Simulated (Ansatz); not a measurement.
`[InH2][B]1CN1` + HCl → `[Cl][InH2]` + `B1CN1` at 700 K and 1 bar (cleavage of the In–B bond).

Program: Ansatz. Geometries: PBE0-D4/def2-TZVP. ΔE: electronic, gas phase. CCSD(T)/CBS is the MP2 limit (def2-TZVPP, def2-QZVPP) plus CCSD(T) − MP2 in def2-TZVPP, frozen cores. This one scheme is used for every species. Elements past krypton have def2 core potentials. For In outer-core shells are correlated without core-valence functions, which leaves a few kJ/mol of doubt a bond.

| species | CCSD(T)/CBS energy (Eh) | H − E (kJ/mol) | S (J/(mol·K)) |
| --- | --- | --- | --- |
| `[InH2][B]1CN1` | -310.30997 | 220.4 | 444.1 |
| HCl | -460.38127 | 38.4 | 211.8 |
| `[Cl][InH2]` | -650.81839 | 71.8 | 329.5 |
| `B1CN1` | -119.91915 | 185.9 | 321.1 |

H − E and S are ideal-gas, rigid-rotor, harmonic terms from PBE0-D4/def2-TZVP. 1 Eh = 2625.50 kJ/mol, R = 8.31446 J/(mol·K).

**Question.** By hand: ΔE, ΔH, ΔS and ΔG.

**Answer.** ΔE = (-650.81839) + (-119.91915) − (-310.30997) − (-460.38127) = -0.04630 Eh = -121.6 kJ/mol. Δ(H − E) = 71.8 + 185.9 − 220.4 − 38.4 = -1.1, so ΔH = -122.7 kJ/mol. ΔS = 329.5 + 321.1 − 444.1 − 211.8 = -5.3 J/(mol·K). ΔG = -122.7 − 700 × (-5.3)/1000 = -119.0 kJ/mol.

**Question.** By hand: the equilibrium constant, and the temperature at which ΔG would vanish if ΔH and ΔS stayed fixed.

**Answer.** log₁₀ K = −ΔG/(RT ln 10) = 8.9. ΔG = 0 at ΔH/ΔS = 23151 K, far beyond where these terms or the molecules hold.

The number of gas molecules stays the same, so ΔS is small and ΔH decides. A doubt of 5 kJ/mol in ΔE shifts log₁₀ K by 0.4 here. These are equilibria of isolated gas molecules and say nothing of rates. Largest T1 diagnostic: 0.015 (customary marks: 0.02 for closed shells, 0.045 for open ones).
